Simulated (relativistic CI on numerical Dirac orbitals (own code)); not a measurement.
# Magnetism of Ru4+, 4d4, in a crystal field

Calculated by Dirac-Coulomb-Breit CI, KLI orbitals optimised for each configuration, a model potential for QED, valence Slater integrals scaled by 0.9, one configuration in a parametric crystal field (own radial code). With so little scaling, terms lie 10 to 35 % too far apart, which can change the order of excited levels.

Field parameters in Wybourne normalisation: D4h B²₀ = −7Ds, B⁴₀ = 21(Dq − Dt), B⁴₄ = 21√(5/14) Dq. The field is a parameter set, without covalency.

S is read from ⟨S²⟩ = S(S + 1).

Powder χT (cm³ K mol⁻¹) by Van Vleck's formula, with temperature-independent terms:

| Field | 2 K | 5 K | 10 K | 20 K | 50 K | 100 K | 200 K | 300 K |
| --- | --- | --- | --- | --- | --- | --- | --- | --- |
| D4h, 10Dq = 28550, Ds = -1500, Dt = -590 cm⁻¹ | 0.00797 | 0.0199 | 0.0398 | 0.0797 | 0.199 | 0.398 | 0.772 | 1.04 |
| D4h, 10Dq = 28550, Ds = -1090, Dt = -590 cm⁻¹ | 0.00681 | 0.017 | 0.034 | 0.0681 | 0.17 | 0.34 | 0.677 | 0.977 |
| D4h, 10Dq = 28550, Ds = -680, Dt = -590 cm⁻¹ | 0.00689 | 0.0172 | 0.0345 | 0.0689 | 0.172 | 0.345 | 0.684 | 0.981 |
| D4h, 10Dq = 28550, Ds = -270, Dt = -590 cm⁻¹ | 0.00765 | 0.0191 | 0.0382 | 0.0765 | 0.191 | 0.382 | 0.743 | 1.03 |
| D4h, 10Dq = 28550, Ds = 140, Dt = -590 cm⁻¹ | 0.00836 | 0.0209 | 0.0418 | 0.0836 | 0.209 | 0.417 | 0.792 | 1.06 |
| D4h, 10Dq = 28550, Ds = 550, Dt = -590 cm⁻¹ | 0.00884 | 0.0221 | 0.0442 | 0.0884 | 0.221 | 0.44 | 0.818 | 1.07 |
| D4h, 10Dq = 28550, Ds = 950, Dt = -590 cm⁻¹ | 0.00903 | 0.0226 | 0.0451 | 0.0903 | 0.226 | 0.449 | 0.824 | 1.07 |
| D4h, 10Dq = 28550, Ds = 1360, Dt = -590 cm⁻¹ | 0.00895 | 0.0224 | 0.0447 | 0.0895 | 0.224 | 0.445 | 0.815 | 1.05 |

Problem. For D4h, 10Dq = 28550, Ds = 1360, Dt = -590 cm⁻¹: what effective moment follows at 300 K?

Solution. μ_eff = √(8χT) = 2.90 μB. The ground level has S = 1.01; the spin-only moment for S = 1 is 2.83 μB. The difference comes from the orbital moment, spin-orbit mixing of terms and temperature-independent paramagnetism, all larger in this ionic model than in covalent complexes. The ground level is a non-magnetic singlet, so χT starts at zero and rises through temperature-independent paramagnetism and the filling of excited levels.
